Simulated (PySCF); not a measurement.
C6H10O3.
Numbering: `[CH2:1]=[CH:2][O:3][C:4](=[O:5])[CH2:6][CH2:7][O:8][CH3:9]` (hydrogens: H10, H11 on C1; H12 on C2; H13, H14 on C6; H15, H16 on C7; H17, H18, H19 on C9)

The same species was optimised twice, with GFN2-xTB and with PBE0-D3(BJ)/def2-SVP (PySCF), and the same property calculations (PySCF, gas phase) were run on both structures.

```
     coordinate  GFN2-xTB  PBE0-D3(BJ)/def2-SVP  change
      C7–O8 (Å)     1.409                 1.395  -0.014
      C6–C7 (Å)     1.524                 1.511  -0.013
      O8–C9 (Å)     1.404                 1.393  -0.011
      C1=C2 (Å)     1.319                 1.329  +0.010
      C4–C6 (Å)     1.507                 1.498  -0.009
      C2–O3 (Å)     1.377                 1.369  -0.008
      O3–C4 (Å)     1.347                 1.354  +0.007
      C4=O5 (Å)     1.201                 1.200  -0.001
   C4–C6–C7 (°)     111.7                 112.6    +0.9
   C1–C2–O3 (°)     121.0                 120.5    -0.5
   O3–C4–C6 (°)     110.1                 110.6    +0.5
   O3–C4–O5 (°)     124.1                 123.6    -0.5
   C7–O8–C9 (°)     112.9                 113.3    +0.4
   C6–C7–O8 (°)     108.3                 108.0    -0.3
   C2–O3–C4 (°)     118.6                 118.6     0.0
   O5–C4–C6 (°)     125.8                 125.8     0.0
C1–C2–O3–C4 (°)       180                   180       0
C2–O3–C4–O5 (°)         0                     0       0
O3–C4–C6–C7 (°)       178                   180      +2
C4–C6–C7–O8 (°)       179                   179       0
```

Rotational constants: A = 7180, B = 565.9, C = 529.8 MHz (GFN2-xTB) against A = 7139, B = 568.9, C = 532.2 MHz (PBE0-D3(BJ)/def2-SVP).

On the GFN2-xTB structure: HOMO (eV) -7.46 [PBE0/pcSseg-1]; LUMO (eV) -0.42 [PBE0/pcSseg-1]; dipole (D) 0.45 [PBE0/pcSseg-1]; GIAO shielding of C1 (ppm) 85.2 [PBE0/pcSseg-1]; GIAO shielding of C2 (ppm) 38.1 [PBE0/pcSseg-1]; GIAO shielding of O3 (ppm) 75.3 [PBE0/pcSseg-1]; GIAO shielding of C4 (ppm) 12.7 [PBE0/pcSseg-1]; GIAO shielding of O5 (ppm) -95.1 [PBE0/pcSseg-1]; GIAO shielding of C6 (ppm) 148.9 [PBE0/pcSseg-1]; GIAO shielding of C7 (ppm) 114.6 [PBE0/pcSseg-1]; GIAO shielding of O8 (ppm) 314.1 [PBE0/pcSseg-1].

Task: What do these properties become on the PBE0-D3(BJ)/def2-SVP structure?

Result: 
| property | level | on GFN2-xTB | on PBE0-D3(BJ)/def2-SVP | change |
| --- | --- | --- | --- | --- |
| HOMO (eV) | PBE0/pcSseg-1 | -7.46 | -7.39 | +0.07 |
| LUMO (eV) | PBE0/pcSseg-1 | -0.42 | -0.44 | -0.02 |
| dipole (D) | PBE0/pcSseg-1 | 0.45 | 0.60 | +0.15 |
| energy, GFN2-xTB geometry as zero (kcal/mol) | PBE0/pcSseg-1 | 0.0 | -0.3 | -0.3 |
| GIAO shielding of C1 (ppm) | PBE0/pcSseg-1 | 85.2 | 83.4 | -1.8 |
| GIAO shielding of C2 (ppm) | PBE0/pcSseg-1 | 38.1 | 37.2 | -0.9 |
| GIAO shielding of O3 (ppm) | PBE0/pcSseg-1 | 75.3 | 73.9 | -1.4 |
| GIAO shielding of C4 (ppm) | PBE0/pcSseg-1 | 12.7 | 12.5 | -0.2 |
| GIAO shielding of O5 (ppm) | PBE0/pcSseg-1 | -95.1 | -96.5 | -1.4 |
| GIAO shielding of C6 (ppm) | PBE0/pcSseg-1 | 148.9 | 148.7 | -0.2 |
| GIAO shielding of C7 (ppm) | PBE0/pcSseg-1 | 114.6 | 115.7 | +1.1 |
| GIAO shielding of O8 (ppm) | PBE0/pcSseg-1 | 314.1 | 315.9 | +1.8 |

The heavy atoms differ by 0.020 Å rms after alignment. Among bonds between heavy atoms C6–C7 and C7–O8 change most and about equally (-0.014 to -0.013 Å). Changes are differences of the printed values. Neither structure is proved a minimum here.
